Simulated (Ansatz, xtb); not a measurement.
**Relative energy of two structures of Cl2GaH2Te+**

Structure a is a singlet given by its coordinates and structure b is a singlet given by its coordinates. Both are isolated ions in the gas phase, relaxed with PBE0-D3(BJ)/def2-SVP.

a (Å):

```yaml
atoms:
  - { symbol: Cl, position_ang: [-1.2392, -0.8114, 0.9132] }
  - { symbol: Cl, position_ang: [0.7859, 1.2325, -1.6716] }
  - { symbol: Ga, position_ang: [-0.5509, -0.2157, -0.9704] }
  - { symbol: Te, position_ang: [-1.5821, -1.7055, -2.9561] }
  - { symbol: H, position_ang: [-3.1111, -1.6149, -2.2976] }
  - { symbol: H, position_ang: [-1.8566, -0.3562, -3.8960] }
```

Close contacts (Å): Cl1–Ga3 2.09, Cl2–Ga3 2.09, Ga3–Te4 2.69, Te4–H5 1.67, Te4–H6 1.67.

b (Å):

```yaml
atoms:
  - { symbol: Cl, position_ang: [0.9465, 0.0243, -0.1870] }
  - { symbol: Cl, position_ang: [-2.7012, -0.1802, -0.5381] }
  - { symbol: Ga, position_ang: [-1.2415, -0.8194, 0.8224] }
  - { symbol: Te, position_ang: [0.1658, 1.5318, 1.5345] }
  - { symbol: H, position_ang: [-0.8234, -1.9525, 1.7662] }
  - { symbol: H, position_ang: [-0.7229, 2.4183, 0.4320] }
```

Close contacts (Å): Cl1–Ga3 2.55, Cl1–Te4 2.42, Cl2–Ga3 2.10, Ga3–Te4 2.83, Ga3–H5 1.53, Te4–H6 1.67.

Q: Estimate which is lower in electronic energy at CCSD(T)/def2-SVP + ΔMP2/def2-TZVPP, and by roughly how much.

A: The CCSD(T)/def2-SVP + ΔMP2/def2-TZVPP calculation puts structure a lower, by 27.7 kcal/mol.

The same difference at several levels:

```json
{"level": "GFN2-xTB", "geometry": "GFN2-xTB", "E(b) − E(a) (kcal/mol)": "+23.4", "departure from the last row (kcal/mol)": "−4.3", "job, with rough time for the two": "optimisation, 0.38 s"}
{"level": "HF/STO-3G", "geometry": "GFN2-xTB", "E(b) − E(a) (kcal/mol)": "+35.7", "departure from the last row (kcal/mol)": "+8.0", "job, with rough time for the two": "single point, 1.6 s"}
{"level": "r2SCAN-D4/def2-SVP", "geometry": "GFN2-xTB", "E(b) − E(a) (kcal/mol)": "+30.1", "departure from the last row (kcal/mol)": "+2.4", "job, with rough time for the two": "single point, 3.8 s"}
{"level": "PBE0-D3(BJ)/def2-SVP", "geometry": "PBE0-D3(BJ)/def2-SVP", "E(b) − E(a) (kcal/mol)": "+28.3", "departure from the last row (kcal/mol)": "+0.6", "job, with rough time for the two": "optimisation, 74 s"}
{"level": "HF/def2-SVP", "geometry": "PBE0-D3(BJ)/def2-SVP", "E(b) − E(a) (kcal/mol)": "+34.2", "departure from the last row (kcal/mol)": "+6.5", "job, with rough time for the two": "part of the CCSD(T) run"}
{"level": "MP2/def2-SVP", "geometry": "PBE0-D3(BJ)/def2-SVP", "E(b) − E(a) (kcal/mol)": "+32.9", "departure from the last row (kcal/mol)": "+5.2", "job, with rough time for the two": "part of the CCSD(T) run"}
{"level": "CCSD(T)/def2-SVP", "geometry": "PBE0-D3(BJ)/def2-SVP", "E(b) − E(a) (kcal/mol)": "+31.7", "departure from the last row (kcal/mol)": "+4.0", "job, with rough time for the two": "single point"}
{"level": "CCSD(T)/def2-SVP + ΔMP2/def2-TZVPP", "geometry": "PBE0-D3(BJ)/def2-SVP", "E(b) − E(a) (kcal/mol)": "+27.7", "departure from the last row (kcal/mol)": "", "job, with rough time for the two": "single point, 28 s"}
```

The levels shown agree on the order. The largest departure from CCSD(T)/def2-SVP + ΔMP2/def2-TZVPP is that of HF/STO-3G, 8.0 kcal/mol. The last row adds to CCSD(T) the change of the MP2 difference between the two basis sets, here −4.0 kcal/mol, a large step that makes the value less sure.

With harmonic frequencies from PBE0-D3(BJ)/def2-SVP (ideal gas, rigid rotor, one conformer each, 298.15 K, 1 atm): on the last row, ΔE + ΔZPE = +27.6 kcal/mol. A mode under 50 cm⁻¹ makes harmonic enthalpies and free energies unreliable, so none is given.

The correlated steps freeze 23 core orbitals; the filled d shell of Ga and Te is correlated, in a basis made for valence electrons. Atoms past krypton carry core potentials in the def2 sets, other sets are all-electron and non-relativistic, and no spin–orbit term is included. Run with Ansatz 0.2.0, xtb 6.7.1; the last row on 2 threads of Intel(R) Xeon(R) Platinum 8375C CPU @ 2.90GHz (Ice Lake) on a shared host.
